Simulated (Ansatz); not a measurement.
Be₅Te₅⁻, relaxed as a doublet with UKS PBE-D4/def2-SVP in Ansatz, starting from the GFN1-xTB geometry. Force threshold 0.03 eV/Å.

In the def2 sets Te takes a core potential; there is no spin–orbit coupling. The relaxation made no stability test and no search for a lower SCF solution. The structure comes from a short search, and lower isomers may exist.

Start:

```xyz
10

Be   -0.513    0.785    1.870
Be    0.182    1.752    0.100
Be    1.561   -1.060    0.441
Be    0.716    0.001   -2.211
Be   -1.713   -0.659   -0.623
Te    1.163   -0.708    2.761
Te    2.353    0.919   -0.734
Te    0.140   -2.138   -1.232
Te   -2.666   -0.252    1.521
Te   -1.223    1.359   -1.893
```

```tsv
step	energy (eV)	largest force component (eV/Å)	SCF passes
1	-38477.4287	1.061	23
2	-38478.2031	0.626	30
3	-38478.6182	0.577	31
4	-38478.9231	0.537	30
5	-38479.0415	0.248	27
6	-38479.0612	1.781	30
7	-38479.0796	0.149	25
8	-38479.0863	0.137	22
9	-38479.0914	0.098	22
10	-38479.0948	0.060	22
11 (rejected)	-38479.0936	0.108	22
12	-38479.0967	0.048	22
13	-38479.0972	0.038	23
14	-38479.0988	0.010	22
```

Force components are those of the run's own axes.

End:

```xyz
10

Be   -0.610   -0.111    1.838
Be    0.228    1.379   -0.183
Be    1.212   -0.620    0.436
Be    0.623   -0.036   -1.935
Be   -1.340   -0.309   -0.391
Te    1.389   -0.580    2.802
Te    2.490    1.043   -0.840
Te    0.093   -2.191   -1.111
Te   -2.842   -0.074    1.431
Te   -1.244    1.499   -2.048
```

Bonds lost: Be1–Be2 (atoms count from 1).

No frequencies were taken in this run, so the end may be a saddle point.

Hardware: 4 threads of Arm Neoverse V2 on a shared host. Wall time 83 s.
